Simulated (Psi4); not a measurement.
Intermolecular potential of C2H6Cl2Si ··· C2H4 (SMILES C[Si](C)(Cl)Cl and C=C). Monomers: optimised at B3LYP-D3(BJ) (def2-TZVP), held rigid. Orientation: lowest of the rigid-body minima from ten starts at GFN2-xTB. Only R, the distance of the centres of mass, is varied, so the lowest point isn't the relaxed dimer.

PBE/def2-TZVP, counterpoise-corrected (Psi4); PBE-D3(BJ)/def2-TZVP, counterpoise-corrected (Psi4); SAPT0/jun-cc-pVDZ, frozen core (Psi4).

Interaction energies in kJ/mol; the last columns give the difference from SAPT0:

```json
[
 {"R / Å": "3.87", "PBE/def2-TZVP": "10.80", "PBE-D3(BJ)/def2-TZVP": "-2.86", "SAPT0/jun-cc-pVDZ": "4.41", "PBE/def2-TZVP − SAPT0/jun-cc-pVDZ": "6.39", "PBE-D3(BJ)/def2-TZVP − SAPT0/jun-cc-pVDZ": "-7.27"},
 {"R / Å": "4.06", "PBE/def2-TZVP": "3.17", "PBE-D3(BJ)/def2-TZVP": "-8.69", "SAPT0/jun-cc-pVDZ": "-2.57", "PBE/def2-TZVP − SAPT0/jun-cc-pVDZ": "5.74", "PBE-D3(BJ)/def2-TZVP − SAPT0/jun-cc-pVDZ": "-6.12"},
 {"R / Å": "4.29", "PBE/def2-TZVP": "-1.50", "PBE-D3(BJ)/def2-TZVP": "-11.31", "SAPT0/jun-cc-pVDZ": "-6.32", "PBE/def2-TZVP − SAPT0/jun-cc-pVDZ": "4.82", "PBE-D3(BJ)/def2-TZVP − SAPT0/jun-cc-pVDZ": "-4.99"},
 {"R / Å": "4.45", "PBE/def2-TZVP": "-3.01", "PBE-D3(BJ)/def2-TZVP": "-11.52", "SAPT0/jun-cc-pVDZ": "-7.20", "PBE/def2-TZVP − SAPT0/jun-cc-pVDZ": "4.19", "PBE-D3(BJ)/def2-TZVP − SAPT0/jun-cc-pVDZ": "-4.32"},
 {"R / Å": "4.67", "PBE/def2-TZVP": "-3.82", "PBE-D3(BJ)/def2-TZVP": "-10.72", "SAPT0/jun-cc-pVDZ": "-7.22", "PBE/def2-TZVP − SAPT0/jun-cc-pVDZ": "3.40", "PBE-D3(BJ)/def2-TZVP − SAPT0/jun-cc-pVDZ": "-3.50"},
 {"R / Å": "4.96", "PBE/def2-TZVP": "-3.74", "PBE-D3(BJ)/def2-TZVP": "-8.89", "SAPT0/jun-cc-pVDZ": "-6.31", "PBE/def2-TZVP − SAPT0/jun-cc-pVDZ": "2.57", "PBE-D3(BJ)/def2-TZVP − SAPT0/jun-cc-pVDZ": "-2.59"},
 {"R / Å": "5.30", "PBE/def2-TZVP": "-3.06", "PBE-D3(BJ)/def2-TZVP": "-6.67", "SAPT0/jun-cc-pVDZ": "-4.94", "PBE/def2-TZVP − SAPT0/jun-cc-pVDZ": "1.88", "PBE-D3(BJ)/def2-TZVP − SAPT0/jun-cc-pVDZ": "-1.73"},
 {"R / Å": "5.77", "PBE/def2-TZVP": "-2.05", "PBE-D3(BJ)/def2-TZVP": "-4.24", "SAPT0/jun-cc-pVDZ": "-3.35", "PBE/def2-TZVP − SAPT0/jun-cc-pVDZ": "1.30", "PBE-D3(BJ)/def2-TZVP − SAPT0/jun-cc-pVDZ": "-0.89"},
 {"R / Å": "6.49", "PBE/def2-TZVP": "-1.02", "PBE-D3(BJ)/def2-TZVP": "-2.08", "SAPT0/jun-cc-pVDZ": "-1.83", "PBE/def2-TZVP − SAPT0/jun-cc-pVDZ": "0.81", "PBE-D3(BJ)/def2-TZVP − SAPT0/jun-cc-pVDZ": "-0.24"},
 {"R / Å": "7.47", "PBE/def2-TZVP": "-0.44", "PBE-D3(BJ)/def2-TZVP": "-0.86", "SAPT0/jun-cc-pVDZ": "-0.88", "PBE/def2-TZVP − SAPT0/jun-cc-pVDZ": "0.44", "PBE-D3(BJ)/def2-TZVP − SAPT0/jun-cc-pVDZ": "0.02"},
 {"R / Å": "8.75", "PBE/def2-TZVP": "-0.20", "PBE-D3(BJ)/def2-TZVP": "-0.35", "SAPT0/jun-cc-pVDZ": "-0.40", "PBE/def2-TZVP − SAPT0/jun-cc-pVDZ": "0.20", "PBE-D3(BJ)/def2-TZVP − SAPT0/jun-cc-pVDZ": "0.04"}
]
```

PBE/def2-TZVP is furthest from SAPT0/jun-cc-pVDZ at 3.87 (6.39 kJ/mol, above); its mean absolute difference over the points is 2.89 kJ/mol.

PBE-D3(BJ)/def2-TZVP is furthest from SAPT0/jun-cc-pVDZ at 3.87 (-7.27 kJ/mol, below); its mean absolute difference over the points is 2.88 kJ/mol.
